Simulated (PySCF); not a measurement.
Computed Raman spectrum (relative Raman activity) of a molecule CH6AlNO. The structure is a stationary point at r2SCAN-D4/def2-SVP. Other conformers were not sampled. Computed with r2SCAN-D4/def2-SVP in PySCF 2.14.0. Frequencies are harmonic and unscaled.

```tsv
ν (cm⁻¹)	relative intensity
656	8.6
738	6.4
856	3.2
1253	2.8
1472	13
1478	16
1484	8.1
1528	2.9
1988	65
2964	100
3042	69
3061	85
3584	94
3675	56
```

Task: Which molecule gave these data?
A. [CH3][Al]([NH2])[OH]
B. C[O][AlH][NH2]
C. C[NH][AlH][OH]

Result: B, C[O][AlH][NH2]
